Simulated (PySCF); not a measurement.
## L and K shells in SiHMe2Br

Compound: SiHMe2Br, C2H7BrSi.
Z-matrix (Å and degrees, PBE0-D3(BJ)/def2-SVP geometry), rows numbered from 1:
```
Si
H   1  1.4927
C   1  1.8687  2  110.81
H   3  1.1001  1  110.78  2    55.75
H   3  1.1019  1  110.29  2   -64.42
H   3  1.1007  1  110.46  2   175.70
C   1  1.8687  2  110.82  3  -125.95
H   7  1.1000  1  110.75  2   -55.63
H   7  1.1005  1  110.51  2  -175.53
H   7  1.1018  1  110.44  2    64.49
Br  1  2.2446  2  106.25  3   116.95
```

Method used: delta-SCF UKS SCAN, pcX-2 on the ionised atom, pcseg-1 elsewhere, spin-free X2C (PySCF 2.14.0). Binding energies are ΔSCF values: E(core-ionised, relaxed orbitals) − E(ground state) at a fixed geometry, referred to the vacuum level. The 2p values add to the ΔSCF energy of one spin-free hole a correction within the shell (spin–orbit coupling, ligand field). The splitting includes the ligand field, and 2p3/2 is the mean of two sublevels.

Task: Give the 2p3/2 and 2p1/2 binding energies and the splitting.

Result: 
```csv
atom,environment,2p3/2 (eV),2p1/2 (eV),splitting (eV),mean of the shell (eV)
Si1,"silicon bonded to Br, 2 C and H",107.21,107.84,0.63,107.42
```

Task: What are the 1s binding energies of the same atoms?

Result: Si1 1847.09 eV.

Task: Which Kα1 and Kα2 emission energies and wavelengths follow?

Result: The photon carries the difference of the 1s-hole and 2p-hole states, both at the ground state's geometry; λ = 12398.42 eV Å/E.

```json
{"atom": "Si1", "Kα1 (eV)": "1739.88", "Kα2 (eV)": "1739.25", "λ(Kα1) (Å)": "7.1260", "λ(Kα2) (Å)": "7.1286"}
```

Task: And the 1s levels of the other atoms?

Result: C3/C7 (carbon bonded to Si and 3 H) 290.43 eV.

The first atom of each set that the bonding makes equivalent was ionised and stands for the set. No level of bromine is listed. Isolated species at its PBE0-D3(BJ)/def2-SVP geometry, gas phase.
